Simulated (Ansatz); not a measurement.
Basis sets compared for the cluster Na3Cl2. Charge 0, multiplicity 2. Geometry PBE0-D4/def2-SVP. Ansatz on 4 threads of Arm Neoverse V2 on a shared host; times are rough, and most runs start from earlier orbitals.

```
atom   x (Å)   y (Å)   z (Å)
 Na1   1.686  -1.548   0.853
 Na2  -1.320   0.918   0.772
 Na3   0.795  -0.174  -2.300
 Cl4  -1.149   1.291  -1.690
 Cl5  -0.011  -0.487   2.366
```

Another isomer (doublet) lies 0.02 eV lower at PBE0-D4/def2-TZVP; other spin states weren't run for this one.

| level | functions | energy (Eh) | HOMO (eV) | LUMO (eV) | wall time |
| --- | --- | --- | --- | --- | --- |
| PBE-D4/def2-SVP | 81 | -1406.3001 | -3.17 | -2.27 | 1.4 s |
| PBE0-D4/def2-SVP | 81 | -1406.4282 | -3.75 | -1.65 | 2.1 s |

Question: Estimate the rows for PBE-D4/def2-TZVP (with forces), PBE0-D4/def2-TZVP.

Answer: 
```json
{"level": "PBE-D4/def2-TZVP (with forces)", "functions": "170", "energy (Eh)": "-1406.7926", "HOMO (eV)": "-3.23", "LUMO (eV)": "-2.29", "wall time": "2.7 s"}
{"level": "PBE0-D4/def2-TZVP", "functions": "170", "energy (Eh)": "-1406.9136", "HOMO (eV)": "-3.81", "LUMO (eV)": "-1.63", "wall time": "3.7 s"}
```
